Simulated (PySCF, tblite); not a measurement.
Isomers of C2H12NPSi2, one GFN2-xTB conformer each. Single-point energies are computed at PBE0/pcSseg-1 (PySCF, gas phase, no added dispersion term), electronic only.

Question: Rank them by PBE0/pcSseg-1 energy, lowest first (kJ/mol).
A. `[CH3:1][NH:2][SiH2:3][CH2:4][SiH2:5][PH2:6]` with C1–N2–Si3–C4 -176°, N2–Si3–C4–Si5 178°, Si3–C4–Si5–P6 -178°, C4–Si5–P6–H 175° and 82°
B. `[NH2:1][Si@H:2]([PH2:3])[CH2:4][CH2:5][SiH3:6]` with H–N1–Si2–P3 -49° and 171°, N1–Si2–P3–H 158° and 65°, N1–Si2–C4–C5 161°, Si2–C4–C5–Si6 -177°
C. `[CH3:1][CH2:2][Si@H:3]([PH2:4])[NH:5][SiH3:6]` with C1–C2–Si3–P4 176°, C2–Si3–P4–H 64° and 156°, C2–Si3–N5–Si6 159°

Answer: C (0.0), B (54.3), A (64.8).

Neighbours about 10 kJ/mol apart or less (N[Si@H](P)CC[SiH3] and CN[SiH2]C[SiH2]P) can change places with a better method, another conformer or zero-point energy. GFN2-xTB itself gives, in the same order: 0.0, 97.8, 92.1. Both levels put the same isomer lowest; measured from each level's own lowest isomer, the values differ by up to 43.5 kJ/mol (N[Si@H](P)CC[SiH3]: 97.8 against 54.3).

Which frontier levels, dipoles and rotational constants go with these structures?

```tsv
SMILES	HOMO (eV, PBE0/pcSseg-1)	LUMO (eV)	dipole (D)	A, B, C (MHz)
CC[Si@H](P)N[SiH3]	-7.09	0.13	1.58	1854, 1246, 792.9
N[Si@H](P)CC[SiH3]	-7.16	0.41	2.16	2874, 784.9, 656.2
CN[SiH2]C[SiH2]P	-6.70	0.30	1.38	7074, 538.2, 511.5
```

What happens when harmonic zero-point energies from GFN2-xTB frequencies are added?

| SMILES | ZPE (kJ/mol) | electronic (kJ/mol) | with ZPE (kJ/mol) |
| --- | --- | --- | --- |
| CC[Si@H](P)N[SiH3] | 343.3 | 0.0 | 0.0 |
| N[Si@H](P)CC[SiH3] | 341.9 | 54.3 | 52.9 |
| CN[SiH2]C[SiH2]P | 342.3 | 64.8 | 63.7 |

The zero-point energies span 1.4 kJ/mol. The order is unchanged.
